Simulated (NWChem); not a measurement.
CH3Cl3Sn; SMILES [Sn]([Cl])([Cl])([Cl])[CH3]

Not confirmed as a minimum by frequencies. def2 effective core potentials on Sn; no spin-orbit coupling.

Q: Give the equilibrium geometry at PBE0/def2-SVP with def2 effective core potentials on Sn (NWChem) as an XYZ file, with the point group.

A: point group C3; any orientation.
```
8

C      0.0000     0.0000    -2.3792
Sn     0.0000     0.0000    -0.2540
Cl    -0.5558     2.0942     0.6203
Cl    -1.5358    -1.5284     0.6203
Cl     2.0916    -0.5658     0.6203
H      0.8519     0.5983    -2.7277
H      0.0922    -1.0370    -2.7277
H     -0.9441     0.4386    -2.7277
```
